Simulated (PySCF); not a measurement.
# Ta: ionisation energy

Ta [Xe] 4f14 5d3 6s2 (4F) → Ta⁺ [Xe] 4f14 5d3 6s1 (5F), as a difference of total energies. All numbers are calculated (PySCF 2.14, a scalar-relativistic core potential, in aug-cc-pwCVDZ-PP with ECP60MDF (6s6p5d3f, 70 functions)). Correlated levels: valence and next inner shell: nothing frozen outside the core potential. The calculations carry no spin-orbit coupling.

| method | ionisation energy (eV) | error (eV) |
| --- | --- | --- |
| UHF | 5.736 | -1.837 |
| MP2 (valence and next inner shell) | 7.140 | -0.433 |
| SCS-MP2 (valence and next inner shell) | 7.246 | -0.327 |
| CCSD (valence and next inner shell) | 7.172 | -0.401 |
| CCSD(T) (valence and next inner shell) | 7.338 | -0.235 |

Reference: 7.573 eV (measured; NIST levels, between the centres of gravity of the two terms).

Errors of the correlated levels include the incompleteness of this basis.
